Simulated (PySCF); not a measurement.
Br3In, singlet, geometry from GFN2-xTB (such geometries of metal compounds can be far from the true shape) (core potentials on In); DF-R2SCAN/def2-TZVP (PySCF).

PySCF was given this input:
```python
from pyscf import gto, scf, dft

mol = gto.Mole()
mol.atom = '''
    In   -0.000000   -0.000000   -0.000000
    Br   -1.988817   -1.488447   -0.194303
    Br    0.006465    2.223711   -1.124139
    Br    1.982352   -0.735264    1.318441
'''
mol.basis = 'def2-tzvp'
mol.ecp = {'In': 'def2-tzvp'}
mol.charge = 0
mol.spin = 0
mol.verbose = 4
mol.build()

mf = dft.RKS(mol)
mf.xc = 'r2scan'
mf.grids.atom_grid = (99, 590)
mf = mf.density_fit(auxbasis='def2-universal-jkfit')
mf.kernel()
mf.analyze()
```

Q: What does PySCF print? Leave out banner, timings and long lists.

A: 
```
PySCF version 2.14.0

[INPUT] verbose = 4
[INPUT] num. atoms = 4
[INPUT] num. electrons = 126
[INPUT] charge = 0
[INPUT] spin (= nelec alpha-beta = 2S) = 0
[INPUT] symmetry False subgroup None
[INPUT] Mole.unit = angstrom
[INPUT] Symbol           X                Y                Z      unit          X                Y                Z       unit  Magmom
[...]
nuclear repulsion = 918.896523008111
number of shells = 64
number of NR pGTOs = 400
number of NR cGTOs = 194
basis = def2-tzvp
ecp = {'In': 'def2-tzvp'}

******** <class 'pyscf.df.df_jk.DFRKS'> ********
method = DFRKS
initial guess = minao
damping factor = 0
level_shift factor = 0
DIIS = <class 'pyscf.scf.diis.CDIIS'>
diis_start_cycle = 1
diis_space = 8
diis_damp = 0
SCF conv_tol = 1e-09
SCF conv_tol_grad = None
SCF max_cycles = 50
direct_scf = False
XC library pyscf.dft.libxc version 7.1.2
    S. Lehtola, C. Steigemann, M. J. T. Oliveira, and M. A. L. Marques,  SoftwareX 7, 1–5 (2018)
XC functionals = r2scan
    J. W. Furness, A. D. Kaplan, J. Ning, J. P. Perdew, and J. Sun,  J. Phys. Chem. Lett. 11, 8208–8215 (2020)
    J. W. Furness, A. D. Kaplan, J. Ning, J. P. Perdew, and J. Sun,  J. Phys. Chem. Lett. 11, 9248–9248 (2020)
    J. W. Furness, A. D. Kaplan, J. Ning, J. P. Perdew, and J. Sun,  J. Phys. Chem. Lett. 11, 8208–8215 (2020)
    J. W. Furness, A. D. Kaplan, J. Ning, J. P. Perdew, and J. Sun,  J. Phys. Chem. Lett. 11, 9248–9248 (2020)
radial grids:
    Treutler-Ahlrichs [JCP 102, 346 (1995); DOI:10.1063/1.469408] (M4) radial grids

becke partition: Becke, JCP 88, 2547 (1988); DOI:10.1063/1.454033
pruning grids: <function nwchem_prune>
grids dens level: 3
symmetrized grids: False
atomic radii adjust function: <function treutler_atomic_radii_adjust>
User specified grid scheme (99, 590)
small_rho_cutoff = 0
Set gradient conv threshold to 3.16228e-05
Initial guess from minao.
tot grids = 113784
init E= -7877.14681193673
[...]
cycle= 1 E= -7911.14695803241  delta_E=  -34  |g|= 2.75  |ddm|= 45.5

WARN: HOMO 0.153842889065445 == LUMO 0.153843659304005

cycle= 2 E= -7875.74010990523  delta_E= 35.4  |g|=  9.4  |ddm|= 23.4
[...]
cycle= 3 E= -7912.70841646497  delta_E=  -37  |g|= 0.692  |ddm|= 21.9
[...]
cycle= 4 E= -7912.72893380263  delta_E= -0.0205  |g|= 0.664  |ddm|= 1.15
[...]
cycle= 5 E= -7912.80188536069  delta_E= -0.073  |g|= 0.0345  |ddm|= 0.573
[...]
cycle= 6 E= -7912.80217644203  delta_E= -0.000291  |g|= 0.0107  |ddm|= 0.0751
[...]
cycle= 7 E= -7912.80219358816  delta_E= -1.71e-05  |g|= 0.00663  |ddm|= 0.0206
[...]
cycle= 8 E= -7912.80220453964  delta_E= -1.1e-05  |g|= 0.00167  |ddm|= 0.0095
[...]
cycle= 9 E= -7912.80220526305  delta_E= -7.23e-07  |g|= 0.000124  |ddm|= 0.00194
[...]
cycle= 10 E= -7912.80220526734  delta_E= -4.29e-09  |g|= 3.7e-05  |ddm|= 0.000221
[...]
cycle= 11 E= -7912.8022052678  delta_E= -4.64e-10  |g|= 5.17e-06  |ddm|= 7.21e-05
[...]
Extra cycle  E= -7912.8022052678  delta_E= 3.64e-12  |g|= 6.13e-06  |ddm|= 9.34e-06
converged SCF energy = -7912.8022052678
**** SCF Summaries ****
Total Energy =                       -7912.802205267797035
Nuclear Repulsion Energy =             918.896523008110648
One-electron Energy =               -12917.045928635654491
Two-electron Energy =                 4085.347200359747148
Two-electron Coulomb Energy =         4376.183580366947353
DFT Exchange-Correlation Energy =     -290.836380007200376
HOMO-LUMO gap [eV] =                     3.749389002662946
**** MO energy ****
[...]
Dipole moment(X, Y, Z, Debye):  0.00003,  0.00001,  0.00001
```
